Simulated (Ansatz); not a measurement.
Frontier orbitals of C₆H₄Ge (`C#[C][GeH]([C]#C)[C]#C`).

```xyz
11

C    -2.684   -1.197   -0.048
C    -1.685   -0.558    0.161
Ge   -0.128    0.462    0.510
C     1.271   -0.706    1.028
C     2.162   -1.439    1.373
C     0.383    1.371   -1.071
C     0.706    1.965   -2.066
H    -3.566   -1.765   -0.236
H    -0.405    1.470    1.626
H     2.950   -2.090    1.674
H     0.993    2.487   -2.950
```

The species carries charge 0 and has multiplicity 1. Correlated methods include outer-core shells of Ge, which these sets cover unevenly. Scalar relativity is left out up to krypton. The structure was optimised at the PBE0-D4/def2-TZVP level. Basis def2-TZVPP, Ansatz.

Orbital energies of one run (eV). Highest occupied ones, from the top: -9.60, -9.69, -9.75, -9.75, -10.04, -10.04, -12.49, -13.42, -13.42, -16.29, -16.89, -16.89, -19.21, -22.67. Empty: 0.67, 0.85, 0.85, 1.75, 1.75, 2.34.

(1) Which functional gave them?
A. CAM-B3LYP
B. PBE0
C. BLYP
D. r2SCAN

Results:

(1) A. HOMO energies: CAM-B3LYP -9.60, PBE0 -8.25, r2SCAN -7.27, BLYP -6.85 eV.
